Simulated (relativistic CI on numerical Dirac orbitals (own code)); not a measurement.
## Hyperfine structure of Pd⁴⁺, mass number 105

Calculated at this level of theory: Dirac-Coulomb-Breit CI, orbitals from a KLI potential per configuration, model QED (radiative potential, 1s self-energy scaled to tabulated hydrogen-like ionisation energies), valence Slater integrals scaled by 0.85, P86 correlation energy added to each configuration (own radial code, finite nucleus).

CI space (outside the closed core [Ar] 3d10): 4s²4p⁶4d⁶, 4s²4p⁶4d⁵5s, 4s²4p⁶4d⁵4f, 4s²4p⁶4d⁵5p, 4s²4p⁵4d⁷, 4s²4p⁶4d⁴5s², 4s²4p⁶4d⁵5d, 4s²4p⁶4d⁵6s, 4s²4p⁶4d⁵6p, 4s²4p⁶4d⁴5s5p, 4s²4p⁶4d⁵6d, 4s²4p⁶4d⁵5g, 4s²4p⁴4d⁸, 4s4p⁶4d⁷. Levels of other configurations are missing.

Nuclear spin I = 5/2, μ = -0.642 μN, Q = 0.66 b (tables of Stone and Pyykkö). The electronic factors are computed for point nuclear moments, without core polarisation; leaving it out makes A of s and p electrons in near-neutral atoms 20 to 40 % too small, and it can dominate for d and f shells.

```
        Level  E (cm⁻¹)  A (MHz)  B (MHz)
4s²4p⁶4d⁶ ⁵D4       0.0   -125.8      829
4s²4p⁶4d⁶ ⁵D3    2034.8   -88.83      192
4s²4p⁶4d⁶ ⁵D2    3004.5    -82.5     -175
4s²4p⁶4d⁶ ⁵D1    3732.3   -74.84     -274
4s²4p⁶4d⁶ ³P2   17026.0   -90.08     -104
4s²4p⁶4d⁶ ³H6   20081.4   -208.6     -456
4s²4p⁶4d⁶ ³H5   20263.8   -199.7       84
4s²4p⁶4d⁶ ³F3   21098.6   -217.3      313
```

Levels with J = 0, under 50 % of one LS term, or S terms without an open s electron are left out. Small factors come from cancelling terms and can be off by tens of per cent or more.

At this charge configurations can still be misplaced by up to about 7 % of their energy.

Problem. Give the hyperfine levels of 4s²4p⁶4d⁶ ⁵D4 relative to its centre of gravity.

Solution. With K = F(F + 1) − I(I + 1) − J(J + 1), E = AK/2 + B[¾K(K + 1) − I(I + 1)J(J + 1)]/[2I(2I − 1)J(2J − 1)]: F = 3/2: 1980, F = 5/2: 1421, F = 7/2: 732.1, F = 9/2: 5.9, F = 11/2: -637.4, F = 13/2: -1051 MHz.
